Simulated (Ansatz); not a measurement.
Coupled-cluster diagnostics for Dy(NH2)3 (DyN₃H₆), Ansatz.

Geometry of the sextet (r2SCAN-D4/def2-SVP):

Cartesian coordinates in Å:
```
Dy 0.045 -0.002 0.059
N -1.962 -0.725 0.069
H -2.285 -1.675 -0.127
H -2.812 -0.186 0.250
N 0.361 2.091 0.419
H 1.243 2.610 0.410
H -0.352 2.797 0.617
N 1.619 -1.371 -0.458
H 1.524 -2.362 -0.691
H 2.619 -1.178 -0.548
```

In the def2 sets Dy takes a core potential; there is no spin–orbit coupling. Correlated methods freeze 7 core orbitals; core or outer-core shells of Dy are correlated, in sets that lack core-valence functions. With an open 4f shell the SCF may have ended on a state above the lowest.

**Question.** Estimate the CCSD(T) correlation energy, the shares of MP2 and (T), T1 and the reference's ⟨S²⟩ for: charge 0, sextet, own geometry in def2-SVP; and the rough time on 4 threads of Intel Xeon Platinum 8488C on a shared host.

**Answer.** 
| state | basis | correlation (eV) | MP2 share (%) | (T) share (%) | T1 | ⟨S²⟩ (pure) | wall time |
| --- | --- | --- | --- | --- | --- | --- | --- |
| charge 0, sextet, own geometry | def2-SVP | -39.662 | 99.6 | 3.0 | 0.017 | 8.76 (8.75) | 5 min |
Customary marks for T1 are 0.02 (closed shells), 0.045 (open shells) and about 0.05 (3d metals). T1 stays under 0.02 throughout.
